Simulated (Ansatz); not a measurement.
Question: Name a neutral molecule of B, C, S and H with HOMO–LUMO gap (PBE/def2-TZVPP) between 4.55 and 4.85 eV and HOMO–LUMO gap (ωB97M-V/def2-TZVPP) between 10.60 and 10.90 eV (Ansatz, PBE0-D4/def2-TZVP geometry).

Answer: `CBSCC` (4.72 eV, 10.89 eV); `CB1CS1` (4.58 eV, 10.88 eV). Other molecules can fit too; these were computed, each in one conformer that needn't be the lowest.
